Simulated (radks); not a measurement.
Task: V5+, 18 electrons, occupied as [Ar]. Method: non-relativistic Kohn-Sham, PBE, spin-polarised, spherical densities, point nucleus; computed with a radial shooting solver on a logarithmic mesh with Libxc functionals. Some entries of the table are withheld. Estimate them.

| orbital | occ. | eigenvalue (Ry) | <r> (bohr) | <r^2> (bohr^2) |
|---|---|---|---|---|
| 1s | 2 | -397.3013 | 0.06706 | 0.006033 |
| 2s | 2 | (1) | 0.3108 | 0.1141 |
| 2p | 6 | -42.93827 | 0.2750 | 0.09306 |
| 3s | 2 | (2) | (3) | 0.9512 |
| 3p | 6 | (4) | 0.9445 | 1.036 |

Result: 
(1) 2s eigenvalue (Ry): -49.79742
(2) 3s eigenvalue (Ry): -10.54954
(3) 3s <r> (bohr): 0.9118
(4) 3p eigenvalue (Ry): -8.62135
